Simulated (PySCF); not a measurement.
C₄H₉NSi, SMILES C=C1[SiH2]N[C@H]1C. Coordinates come from a PBE0-D3(BJ)/def2-SVP optimisation. The structure was generated by enumeration; whether it is a known compound was not checked.

Computed equilibrium geometry at PBE0-D3(BJ)/def2-SVP (PySCF confirms it by a frequency run) as a Z-matrix:
```
C
H 1 1.1106
N 1 1.4664 2 112.10
H 3 1.0092 1 122.00 2 -58.91
C 1 1.5197 2 108.85 3 -127.46
H 5 1.1005 1 110.30 2 -177.41
H 5 1.1013 6 108.69 1 -121.89
H 5 1.1020 6 108.35 7 -116.77
C 1 1.5349 2 109.68 3 106.09
C 9 1.3305 1 129.07 2 67.23
H 10 1.0942 9 121.70 1 179.35
H 10 1.0971 11 116.41 9 -179.91
Si 3 1.7327 4 139.52 1 -165.41
H 13 1.4991 3 117.63 4 -73.82
H 13 1.5007 14 106.15 3 -134.70
```
